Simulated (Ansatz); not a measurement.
Mulliken charges of `N[SiH2][SiH](F)Br` from PBE/def2-TZVPP in Ansatz (PBE0-D4/def2-TZVP geometry).

| atom | x (Å) | y (Å) | z (Å) | charge (e) |
| --- | --- | --- | --- | --- |
| N1 | 0.137 | 0.886 | 1.496 | -0.377 |
| Si2 | -0.742 | 0.620 | 0.050 | 0.239 |
| Si3 | 0.283 | -1.186 | -1.034 | 0.506 |
| F4 | -0.040 | -2.579 | -0.320 | -0.261 |
| Br5 | 2.481 | -0.849 | -0.883 | -0.209 |
| H6 | -0.240 | 1.450 | 2.239 | 0.150 |
| H7 | 1.144 | 0.916 | 1.477 | 0.155 |
| H8 | -2.153 | 0.310 | 0.399 | -0.055 |
| H9 | -0.764 | 1.736 | -0.946 | -0.080 |
| H10 | -0.023 | -1.356 | -2.474 | -0.069 |

Q: By hand: the dipole of these point charges (1 e Å = 4.8032 D).

A: Σ q r = (-0.271, 0.362, -0.018) e Å, of length 0.453 e Å = 2.18 D.

Q: How does the dipole of the full density compare? (Best estimate.)

A: The calculation gave: (-0.109, 0.399, 0.143) e Å, 2.10 D; the point charges give 1.04 times that, at 30° from its direction.

Point charges leave out the atoms' own dipoles, such as those of lone pairs, and Mulliken's split depends on the basis, so the two needn't agree.
